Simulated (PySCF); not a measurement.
## Correlation energy of B⁺ (boron, charge +1)

[He] 2s2, closed-shell 1S. Calculation: PySCF 2.14, in dyall-acv3z; the non-relativistic Hamiltonian (point nucleus). Frozen: nothing; 4 electrons correlated; the 5 highest virtual orbitals of each spin left out.

```
  level  correlation energy (mhartree)
   CCSD                        -106.98
    (T)                          -0.55
CCSD(T)                        -107.53
```

Diagnostics: T1 = 0.0100, D1 = 0.0200, largest double amplitude 0.146.

Cost of the coupled-cluster step: roughly 1.4 core-seconds, for 4 correlated electrons.

Iterations:

```
CC2 = 0
CCSD nocc = 2, nmo = 71
frozen orbitals [71, 72, 73, 74, 75]
max_cycle = 100
direct = 0
conv_tol = 1e-08
conv_tol_normt = 1e-06
diis_space = 8
diis_start_cycle = 0
Init t2, MP2 energy = -24.3197780000496  E_corr(MP2) -0.0822323752104828
Init E_corr(CCSD) = -0.0822323752171099
cycle = 1  E_corr(CCSD) = -0.0953609934349521  dE = -0.0131286182  norm(t1,t2) = 0.0614031
cycle = 2  E_corr(CCSD) = -0.100886758337135  dE = -0.0055257649  norm(t1,t2) = 0.0331659
cycle = 3  E_corr(CCSD) = -0.107100939840988  dE = -0.0062141815  norm(t1,t2) = 0.0181261
cycle = 4  E_corr(CCSD) = -0.106941269208409  dE = 0.000159670633  norm(t1,t2) = 0.000397503
cycle = 5  E_corr(CCSD) = -0.107002339689481  dE = -6.10704811e-05  norm(t1,t2) = 0.000127723
cycle = 6  E_corr(CCSD) = -0.106980841394688  dE = 2.14982948e-05  norm(t1,t2) = 6.57112e-05
cycle = 7  E_corr(CCSD) = -0.106977989995252  dE = 2.85139944e-06  norm(t1,t2) = 7.28575e-06
cycle = 8  E_corr(CCSD) = -0.106978219637655  dE = -2.29642403e-07  norm(t1,t2) = 4.69193e-07
cycle = 9  E_corr(CCSD) = -0.106978170935123  dE = 4.87025315e-08  norm(t1,t2) = 2.52221e-07
cycle = 10  E_corr(CCSD) = -0.106978131459668  dE = 3.94754556e-08  norm(t1,t2) = 1.11979e-07
cycle = 11  E_corr(CCSD) = -0.106978132248957  dE = -7.89289245e-10  norm(t1,t2) = 3.55148e-09
CCSD converged
E(CCSD) = -24.34452375708811  E_corr = -0.1069781322489567
CCSD(T) correction = -0.000548412514859272
```
